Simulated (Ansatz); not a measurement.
Be2Br2⁺. Charge 1, multiplicity 2. Geometry PBE-D4/def2-TZVP.

```xyz
4

Be    1.026   -0.322   -0.660
Be   -1.029    0.301    0.665
Br   -2.570    0.785    1.671
Br    2.573   -0.764   -1.676
```

Another isomer (doublet) lies 0.68 eV lower at PBE0-D4/def2-TZVP; other spin states weren't run for this one.

Estimate the α-spin orbital energies around the gap (eV) in Ansatz with PBE-D4/def2-TZVP, BLYP-D4/def2-TZVP, r2SCAN-D4/def2-TZVP, PBE0-D4/def2-TZVP, CAM-B3LYP-D4/def2-TZVP.


```
orbital  PBE-D4/def2-TZVP  BLYP-D4/def2-TZVP  r2SCAN-D4/def2-TZVP  PBE0-D4/def2-TZVP  CAM-B3LYP-D4/def2-TZVP
 HOMO−9            -72.77             -72.62               -73.90             -77.70                  -78.70
 HOMO−8            -24.42             -24.27               -25.16             -26.67                  -28.36
 HOMO−7            -24.42             -24.26               -25.16             -26.67                  -28.36
 HOMO−6            -14.93             -14.68               -15.37             -16.35                  -17.72
 HOMO−5            -14.55             -14.34               -14.89             -15.89                  -17.21
 HOMO−4            -13.68             -13.47               -14.13             -14.98                  -16.29
 HOMO−3            -12.67             -12.46               -12.95             -13.88                  -15.17
 HOMO−2            -12.67             -12.46               -12.95             -13.88                  -15.17
 HOMO−1            -12.61             -12.40               -12.88             -13.81                  -15.10
   HOMO            -12.61             -12.40               -12.88             -13.81                  -15.10
   LUMO             -8.31              -8.03                -8.14              -7.60                   -6.48
 LUMO+1             -8.31              -8.03                -8.14              -7.60                   -6.48
 LUMO+2             -7.16              -6.97                -6.90              -6.39                   -5.29
 LUMO+3             -6.06              -5.84                -5.55              -5.13                   -3.94
 LUMO+4             -6.06              -5.84                -5.55              -5.13                   -3.94
 LUMO+5             -4.37              -4.29                -3.68              -3.84                   -3.24
 β HOMO            -12.60             -12.39               -12.89             -13.82                  -15.10
 β LUMO            -11.60             -11.48               -11.17             -10.93                  -10.13
```
